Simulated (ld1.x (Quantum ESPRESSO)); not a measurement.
## Sn (Z = 50): excitation energies, all-electron against TM

* Element: Sn
* Generator: ld1.x (Quantum ESPRESSO) 7.5
* Type: norm-conserving Troullier–Martins (Kleinman–Bylander form)
* Functional: Wu–Cohen
* Relativity: fully relativistic
* Frozen core: [Kr]
* Valence charge: 14
* Reference configuration: 4d10 5s2 5p0 (charge +2)
* Partial waves: 5s (bound): rc 1.45 bohr; 5p (bound, empty): rc 1.60 bohr; 4d (bound): rc 1.10 bohr
* Local potential: all-electron potential smoothed inside 0.85 bohr (lloc = -1)
* Core correction: a·sin(br)/r model core inside 1.00 bohr

Open shells are filled in proportion to 2j + 1 (rel_dist='average').

Energies are relative to the spin-unpolarised reference configuration 4d10 5s2 5p0; without spin polarisation the order of configurations can differ from experiment. Not all tests gave a result: 1 of 7 tests not solved or not reliable. Left out of the table: 4d10 5s2 5p2 (pseudo-atom not self-consistent, printed error +3.5 eV). The frozen-core shift is the all-electron ΔE with the core orbitals held at their reference shape minus the fully relaxed ΔE.

| valence configuration | charge | ΔE all-electron (eV) | error AE − PS (meV) | frozen-core shift (meV) |
| --- | --- | --- | --- | --- |
| 4d10 5s1 5p0 | +3 | 31.044 | -30 | +3.2 |
| 4d10 5s1 5p3 | 0 | -13.916 | -4.3 | +0.2 |
| 4d10 5s2 5p2.3 | -0.3 | -21.774 | -6599 | n/a |
| 4d9 5s2 5p2 | +1 | 11.702 | -275 | +115 |
| 4d10 5s0 5p4 | 0 | -6.686 | -0.4 | +0.7 |

**Question.** What are ΔE and the potential's error for 4d10 5s2 5p1?

**Answer.** ΔE = -14.003 eV all-electron; the error (AE − PS) is -22 meV.

Levels in the configuration 4d10 5s1 5p0:

```
   level  all-electron (eV)  pseudo (eV)
4d j=3/2            -55.712      -55.865
4d j=5/2            -54.647      -54.800
5s j=1/2            -35.967      -36.004
```

These tests converged, but a pseudo level misses the all-electron one widely, so the file describes the atom poorly there or has found another state: 4d10 5s2 5p2.3: 4d by 6.7 eV.

Note: ghost states, extra bound levels that the all-electron valence spectrum of the same l lacks: s at -284.9 eV, p1/2 at -139.9 eV, p3/2 at -125.5 eV, s at -32.8 eV. A true bound ghost makes a file unfit for plane-wave use.
